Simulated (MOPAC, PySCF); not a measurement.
CHBN2, SMILES `B=NC#N`, neutral singlet in the gas phase. 

Cartesian coordinates (Å):
```xyz
5

B      1.2510     0.1159    -0.2555
N      0.0203     0.0019    -0.3467
C     -1.2684    -0.1175    -0.4421
N     -2.4108    -0.2234    -0.5268
H      2.4079     0.2231    -0.1699
```
Charge 0, multiplicity 1.

All levels are single points at this geometry (CAM-B3LYP-D3(BJ)/def2-TZVP); Pople sets use spherical d functions. Orbital energies aren't observables, and empty levels follow the basis.

```csv
level,HOMO (eV),LUMO (eV),gap (eV),dipole (D),"vertical IE, Delta-SCF (eV)"
CAM-B3LYP-D3(BJ)/def2-TZVP in PySCF,-10.06,-0.23,9.83,5.11,11.20
PBE-D3(BJ)/def2-TZVP in PySCF,-7.55,-2.22,5.33,4.60,11.13
BP86/6-31G* in PySCF,-7.36,-1.92,5.44,4.37,–
HF/6-31G* in PySCF,-11.27,2.92,14.19,5.67,9.80
HF/STO-3G in PySCF,-9.51,7.01,16.51,3.86,–
PM6 in MOPAC,-11.38,0.23,11.61,4.63,–
```
